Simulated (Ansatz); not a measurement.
Total energies of `[Cl][In@H-]1[Cl+][In@@H-]([Cl])[Cl+]1`.

```xyz
8

Cl    2.000   -1.910    1.532
In    0.263   -0.410    1.764
Cl   -1.395   -1.099   -0.014
In   -0.502    0.609   -1.652
Cl    0.995   -0.576   -2.945
Cl    0.896    1.513    0.249
H    -0.543    0.160    3.139
H    -1.713    1.713   -2.074
```

The species carries charge 0 and has multiplicity 1. Correlated methods include outer-core shells of In, which these sets cover unevenly. In takes the def2 core potential. The geometry is a stationary point of PBE0-D4/def2-TZVP. Basis def2-TZVPP, Ansatz 0.2.0.

RPA on PBE orbitals: Hartree–Fock energy of these orbitals -2217.78327 Eh, correlation -2.05431 Eh (frozen core).

```tsv
functional	energy without D4 (Eh)	D4 term (kJ/mol)
PBE0	-2221.95484	-31.3
BHLYP	-2222.40295	-58.8
```

Problem. Give the same for LDA (SPW92), PBE, revPBE, BLYP, r2SCAN, B97M-V, B3LYP, r2SCANh, r2SCAN0, HSE06 (plane-wave form), CAM-B3LYP, LC-ωPBE, ωB97X-V, ωB97M-V, B2PLYP, PBE-QIDH. (Estimate.)

Solution. Ansatz gave: 
```tsv
functional	energy without D4 (Eh)	D4 term (kJ/mol)
LDA (SPW92)	-2215.97058	–
PBE	-2221.80243	-35.4
revPBE	-2222.30868	-70.1
BLYP	-2222.44349	-71.0
r2SCAN	-2222.58976	-8.5
B97M-V	-2222.10196	–
B3LYP	-2222.74815	-58.0
r2SCANh	-2222.55682	-9.5
r2SCAN0	-2222.50952	-10.8
HSE06 (plane-wave form)	-2221.92126	-30.3
CAM-B3LYP	-2222.57113	-33.7
LC-ωPBE	-2222.12031	–
ωB97X-V	-2222.25326	–
ωB97M-V	-2222.37174	–
B2PLYP	-2221.61232	–
PBE-QIDH	-2221.22090	–
```

B3LYP takes the VWN-RPA correlation (the form of Gaussian; ORCA's B3LYP/G). HSE06 is the plane-wave form, built on full-range PBE exchange. The double hybrids freeze the cores in their second-order part.

LC-ωPBE has ω = 0.4 bohr⁻¹.
